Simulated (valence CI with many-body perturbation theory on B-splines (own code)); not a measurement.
**E1 line list for Sn36+**

Level of theory: valence CI with perturbative core correlation (CI+MBPT): four valence electrons over a frozen Dirac-Fock core [Ne], a basis of 11 s, 11 p, 9 d, 7 f, 5 g, 2 h, 1 i functions for each j, with the one-electron correlation potential Σ1 (screened to all orders), the two-electron term Σ2, the three-electron term Σ3, Breit, model QED; selected single and double excitations, second order for the rest (own B-spline code, finite nucleus).

The last digits are not significant, and no measured levels were compared; by estimate large intervals hold to a few tenths of a per cent, small ones and those within an open d or f shell to about a per cent.

Lines 1 to 50 of 233 in falling wavelength, among levels below 389.59 eV, chosen from the strongest by gf and those to the six lowest levels. Wavelengths and rates use the calculated energies. Electric multipoles are in the length gauge, E1 and E2 with the static RPA response of the core. Weak lines are less certain than strong ones. Lines between different terms over intervals too small for the method are left out, as are lines whose strength nearly cancels. The highest levels of a list are the least certain.

Levels are named by their leading jj configuration (3d3/2^4 stands for four electrons in 3d with j = 3/2), which in mixed levels can hold well under half, so a name can repeat and another be missing. Letters in brackets count levels of one name in rising energy.

```tsv
λ vac (nm)	Upper	Lower	A (s⁻¹)	log gf	Branch %
41.29	(3s 3p1/2^2 3p3/2) J=2	(3s^2 3p3/2^2) J=2	4.72e+06	-3.22	0.1
35.03	(3s 3p1/2^2 3p3/2) J=1	(3s^2 3p3/2^2) J=0	6.42e+06	-3.45	0.0
25.75	(3s 3p1/2^2 3p3/2) J=1	(3s^2 3p3/2^2) J=2	9.26e+07	-2.56	0.1
19.58	(3s 3p1/2 3p3/2 3d3/2) J=3 [a]	(3s^2 3p3/2 3d3/2) J=2	5.89e+08	-1.63	4.0
18.08	(3s 3p1/2 3p3/2 3d5/2) J=4 [a]	(3s^2 3p3/2 3d3/2) J=3	9.82e+08	-1.36	36.2
17.31	(3s 3p1/2^2 3d5/2) J=3	(3s 3p1/2 3p3/2^2) J=2 [b]	5.87e+08	-1.73	1.6
17.28	(3s 3p1/2 3p3/2 3d5/2) J=4 [b]	(3s^2 3p3/2 3d3/2) J=3	8.19e+08	-1.48	41.2
17.18	(3s 3p1/2^2 3d3/2) J=2	(3s^2 3p1/2 3d3/2) J=1	1.61e+09	-1.45	14.4
17.13	(3s^2 3p1/2 3d3/2) J=2	(3s^2 3p3/2^2) J=2	4.37e+07	-3.02	17.0
16.73	(3s 3p1/2 3p3/2^2) J=2 [a]	(3s^2 3p3/2^2) J=2	4.13e+08	-2.06	14.8
16.42	(3s 3p1/2 3p3/2 3d5/2) J=4 [b]	(3s^2 3p3/2 3d5/2) J=4	7.33e+08	-1.57	36.9
15.76	(3s 3p1/2 3p3/2 3d5/2) J=4 [c]	(3s^2 3p3/2 3d5/2) J=3	1.67e+09	-1.25	3.4
15.62	(3s 3p1/2 3p3/2 3d5/2) J=3 [a]	(3s^2 3p3/2 3d3/2) J=3	8.04e+08	-1.69	0.5
15.55	(3s 3p1/2 3p3/2 3d5/2) J=2 [d]	(3s 3p3/2^3) J=1	1.43e+09	-1.59	0.8
15.14	(3s 3p1/2^2 3d5/2) J=3	(3s^2 3p1/2 3d5/2) J=3	1.64e+09	-1.40	4.4
15.03	(3s^2 3p1/2 3d3/2) J=1	(3s^2 3p3/2^2) J=0	2.65e+08	-2.57	0.1
15.01	(3s 3p1/2^2 3d5/2) J=3	(3s^2 3p1/2 3d5/2) J=2	1.76e+09	-1.38	4.8
14.85	(3s 3p1/2 3p3/2 3d5/2) J=2 [b]	(3s^2 3p3/2 3d3/2) J=1	1.24e+09	-1.69	1.5
14.84	(3s 3p1/2 3p3/2^2) J=3	(3s^2 3p3/2^2) J=2	2.35e+09	-1.27	94.2
14.72	(3s 3p1/2^2 3p3/2) J=2	(3s^2 3p1/2 3p3/2) J=2	2.47e+09	-1.40	40.2
14.48	(3s 3p1/2 3p3/2 3d5/2) J=5	(3s^2 3p3/2 3d5/2) J=4	5.14e+09	-0.75	100.0
14.44	(3s 3p1/2 3p3/2 3d3/2) J=2 [c]	(3s^2 3p3/2 3d3/2) J=2	1.66e+09	-1.58	0.6
14.42	(3s 3p1/2 3p3/2 3d5/2) J=4 [d]	(3s^2 3p3/2 3d5/2) J=3	1.89e+09	-1.27	1.7
13.78	(3s 3p1/2^2 3p3/2) J=2	(3s^2 3p1/2 3p3/2) J=1	3.68e+09	-1.28	59.8
13.60	(3s 3p1/2 3p3/2 3d3/2) J=3 [b]	(3s^2 3p3/2 3d3/2) J=3	2.31e+09	-1.35	1.6
13.48	(3s 3p1/2 3p3/2 3d3/2) J=3 [b]	(3s^2 3p3/2 3d3/2) J=2	1.49e+09	-1.55	1.0
13.47	(3s 3p1/2^2 3d3/2) J=1	(3s^2 3p1/2 3d3/2) J=2	5.68e+09	-1.33	46.8
13.41	(3s 3p1/2 3p3/2 3d5/2) J=1 [a]	(3s^2 3p3/2 3d5/2) J=2	4.40e+09	-1.45	8.3
13.40	(3s 3p1/2 3p3/2 3d3/2) J=2 [a]	(3s 3p1/2 3p3/2^2) J=2 [b]	1.57e+09	-1.68	3.2
13.34	(3s 3p1/2 3p3/2^2) J=1 [a]	(3s^2 3p3/2^2) J=0	2.29e+09	-1.74	1.6
13.04	(3s 3p1/2^2 3d3/2) J=2	(3s^2 3p1/2 3d3/2) J=2	4.56e+09	-1.24	40.8
13.04	(3s 3p1/2 3p3/2 3d3/2) J=1 [c]	(3s^2 3p3/2 3d3/2) J=1	2.83e+09	-1.67	1.0
13.02	(3s^2 3p1/2 3d3/2) J=1	(3s^2 3p3/2^2) J=2	7.92e+08	-2.22	0.2
12.92	(3s 3p1/2 3p3/2 3d5/2) J=1 [c]	(3s^2 3p3/2 3d5/2) J=1	2.73e+09	-1.69	1.5
12.81	(3s 3p1/2 3p3/2 3d5/2) J=2 [d]	(3s^2 3p3/2 3d5/2) J=1	1.91e+09	-1.63	1.1
12.73	(3s 3p1/2 3p3/2 3d5/2) J=3 [e]	(3s^2 3p3/2 3d5/2) J=3	4.52e+09	-1.11	1.8
12.54	(3s 3p1/2 3p3/2 3d5/2) J=3 [b]	(3s^2 3p3/2 3d5/2) J=2	3.51e+09	-1.24	3.8
12.48	(3s 3p1/2^2 3d5/2) J=3	(3s 3p1/2 3p3/2^2) J=3	1.89e+09	-1.51	5.1
12.46	(3s 3p1/2 3p3/2 3d5/2) J=2 [e]	(3s 3p3/2^3) J=2	2.42e+09	-1.55	0.7
12.45	(3s 3p1/2 3p3/2 3d3/2) J=2 [b]	(3s 3p1/2 3p3/2^2) J=2 [b]	2.48e+09	-1.54	2.3
12.36	(3s^2 3p1/2 3d5/2) J=2	(3s^2 3p3/2^2) J=2	7.41e+08	-2.07	0.8
12.27	(3s^2 3p1/2 3d5/2) J=3	(3s^2 3p3/2^2) J=2	1.87e+09	-1.53	3.2
12.13	(3s 3p1/2 3p3/2 3d5/2) J=2 [e]	(3s^2 3p3/2 3d5/2) J=3	2.09e+09	-1.64	0.6
12.13	(3s 3p1/2 3p3/2 3d5/2) J=2 [f]	(3s 3p3/2^3) J=2	4.43e+09	-1.31	1.5
12.12	(3s 3p1/2 3p3/2 3d5/2) J=2 [e]	(3s^2 3p3/2 3d5/2) J=1	4.23e+09	-1.33	1.3
12.11	(3s 3p1/2^2 3p3/2) J=1	(3s^2 3p1/2 3p3/2) J=2	9.41e+09	-1.21	15.0
12.10	(3s 3p1/2 3p3/2 3d5/2) J=4 [c]	(3s^2 3p3/2 3d5/2) J=4	1.96e+09	-1.41	4.1
12.06	(3s 3p1/2^2 3d5/2) J=2	(3s 3p1/2 3p3/2^2) J=3	1.29e+10	-0.85	29.2
12.06	(3s 3p1/2 3p3/2 3d3/2) J=2 [a]	(3s^2 3p1/2 3d5/2) J=3	3.93e+09	-1.37	7.9
12.03	(3s 3p1/2 3p3/2^2) J=1 [b]	(3s^2 3p3/2^2) J=0	2.70e+09	-1.75	0.9
```

(1) How does gf follow from A for the line at 18.08 nm?

Answers

(1) gf = 1.4992 × (2J+1)_upper × A / σ², with σ = 553228 cm⁻¹ and 2J+1 = 9: gf = 0.0433.
